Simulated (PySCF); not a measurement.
PySCF input (BP86/def2-SVP):

```python
from pyscf import gto, dft

mol = gto.M(
    atom='''
    Li   -1.02562525   -0.63876841   -0.86919036
    O     0.28597198    0.13039418    0.24605443
    H     0.78909988    0.87315175    0.63913559
    ''',
    basis='def2-svp',
    charge=1,
    spin=1,
    verbose=4,
)

mf = dft.UKS(mol, xc='bp86')
mf.grids.level = 3
mf.conv_tol = 1e-9
mf.max_cycle = 100
mf.max_memory = 1500
mf.kernel()
if not mf.converged:
    mf = mf.newton()
    mf.kernel(mf.make_rdm1())
mo, _, stable, _ = mf.stability(return_status=True)
if not stable:
    mf.kernel(mf.make_rdm1(mo, mf.mo_occ))
    stable = mf.stability(return_status=True)[2]
mf.dip_moment()
```

Output:

```
PySCF version 2.14.0

[INPUT] verbose = 4
[INPUT] num. atoms = 3
[INPUT] num. electrons = 11
[INPUT] charge = 1
[INPUT] spin (= nelec alpha-beta = 2S) = 1
[INPUT] symmetry False subgroup None
[INPUT] Mole.unit = angstrom
[INPUT] Symbol           X                Y                Z      unit          X                Y                Z       unit  Magmom
[INPUT]  1 Li    -1.025625250000  -0.638768410000  -0.869190360000 AA   -1.938150828939  -1.207097351924  -1.642531730512 Bohr   0.0
[INPUT]  2 O      0.285971980000   0.130394180000   0.246054430000 AA    0.540408721500   0.246409288437   0.464975484436 Bohr   0.0
[INPUT]  3 H      0.789099880000   0.873151750000   0.639135590000 AA    1.491182658127   1.650017672685   1.207791221562 Bohr   0.0

nuclear repulsion = 11.6238836353272
number of shells = 14
number of NR pGTOs = 47
number of NR cGTOs = 28
basis = def2-svp
ecp = {}

******** <class 'pyscf.dft.uks.UKS'> ********
method = UKS
initial guess = minao
damping factor = 0
level_shift factor = 0
DIIS = <class 'pyscf.scf.diis.CDIIS'>
diis_start_cycle = 1
diis_space = 8
diis_damp = 0
SCF conv_tol = 1e-09
SCF conv_tol_grad = None
SCF max_cycles = 100
direct_scf = True
direct_scf_tol = 1e-13
number electrons alpha = 6  beta = 5
XC library pyscf.dft.libxc version 7.1.2
    S. Lehtola, C. Steigemann, M. J. T. Oliveira, and M. A. L. Marques,  SoftwareX 7, 1–5 (2018)
XC functionals = bp86
    A. D. Becke,  Phys. Rev. A 38, 3098 (1988)
    J. P. Perdew,  Phys. Rev. B 33, 8822 (1986)
    J. P. Perdew,  Phys. Rev. B 34, 7406–7406 (1986)
radial grids:
    Treutler-Ahlrichs [JCP 102, 346 (1995); DOI:10.1063/1.469408] (M4) radial grids

becke partition: Becke, JCP 88, 2547 (1988); DOI:10.1063/1.454033
pruning grids: <function nwchem_prune>
grids dens level: 3
symmetrized grids: False
atomic radii adjust function: <function treutler_atomic_radii_adjust>
small_rho_cutoff = 0
Set gradient conv threshold to 3.16228e-05
tot grids = 37616
init E= -83.1447273928266
  alpha nocc = 6  HOMO = -0.408032983338733  LUMO = -0.0942180590585893
  beta  nocc = 5  HOMO = -0.410512255098284  LUMO = -0.408032983338734

WARN: HOMO -0.408032983338733 >= LUMO -0.408032983338734

cycle= 1 E= -82.9602301252255  delta_E= 0.184  |g|= 0.22  |ddm|= 1.04
  alpha nocc = 6  HOMO = -0.47176179046496  LUMO = -0.212567596129768
  beta  nocc = 5  HOMO = -0.450055462825291  LUMO = -0.422412999010899
  HOMO = -0.450055462825  LUMO = -0.422412999011  gap/eV = 0.75219
cycle= 2 E= -82.9465822776133  delta_E= 0.0136  |g|= 0.291  |ddm|= 0.33
  alpha nocc = 6  HOMO = -0.549989446562132  LUMO = -0.218340404640385
  beta  nocc = 5  HOMO = -0.527292426771262  LUMO = -0.494723216319491
  HOMO = -0.527292426771  LUMO = -0.494723216319  gap/eV = 0.88625
cycle= 3 E= -82.9796984613176  delta_E= -0.0331  |g|= 0.021  |ddm|= 0.202
  alpha nocc = 6  HOMO = -0.542722756765031  LUMO = -0.217408755868983
  beta  nocc = 5  HOMO = -0.519606359624914  LUMO = -0.484375809411523
  HOMO = -0.519606359625  LUMO = -0.484375809412  gap/eV = 0.95867
cycle= 4 E= -82.9798732085162  delta_E= -0.000175  |g|= 0.00382  |ddm|= 0.0157
  alpha nocc = 6  HOMO = -0.543163730150834  LUMO = -0.217107940301499
  beta  nocc = 5  HOMO = -0.519775572589847  LUMO = -0.483997533302408
  HOMO = -0.51977557259  LUMO = -0.483997533302  gap/eV = 0.97357
cycle= 5 E= -82.9798798234975  delta_E= -6.61e-06  |g|= 0.000366  |ddm|= 0.00332
  alpha nocc = 6  HOMO = -0.543241135419256  LUMO = -0.217154382191838
  beta  nocc = 5  HOMO = -0.519734288297134  LUMO = -0.483969815034777
  HOMO = -0.519734288297  LUMO = -0.483969815035  gap/eV = 0.97320
cycle= 6 E= -82.9798799274071  delta_E= -1.04e-07  |g|= 5.56e-05  |ddm|= 0.000592
  alpha nocc = 6  HOMO = -0.543253070038475  LUMO = -0.217153880173616
  beta  nocc = 5  HOMO = -0.519731174867102  LUMO = -0.483968699369014
  HOMO = -0.519731174867  LUMO = -0.483968699369  gap/eV = 0.97315
cycle= 7 E= -82.9798799683202  delta_E= -4.09e-08  |g|= 1.32e-05  |ddm|= 9.19e-05
  alpha nocc = 6  HOMO = -0.543251694767544  LUMO = -0.217153869792392
  beta  nocc = 5  HOMO = -0.519729149538999  LUMO = -0.483967271982013
  HOMO = -0.519729149539  LUMO = -0.483967271982  gap/eV = 0.97313
cycle= 8 E= -82.9798799684102  delta_E= -9e-11  |g|= 1.95e-06  |ddm|= 1.55e-05
  alpha nocc = 6  HOMO = -0.543251278837825  LUMO = -0.217153802462889
  beta  nocc = 5  HOMO = -0.519728968650078  LUMO = -0.483967025756127
  HOMO = -0.51972896865  LUMO = -0.483967025756  gap/eV = 0.97313
Extra cycle  E= -82.9798799684228  delta_E= -1.26e-11  |g|= 1.51e-06  |ddm|= 1.11e-05
converged SCF energy = -82.9798799684228  <S^2> = 0.75169205  2S+1 = 2.0016913
uhf_internal: lowest eigs of H = [0.00584935 0.33442719 0.58565298]
<class 'pyscf.dft.uks.UKS'> wavefunction is stable in the internal stability analysis

WARN: System has nonzero charge 1; the dipole moment is origin-dependent.
Location of origin: [0. 0. 0.]

Dipole moment(X, Y, Z, Debye): -3.30222, -1.20338, -2.86459
```

The dipole moment of an ion depends on the origin.
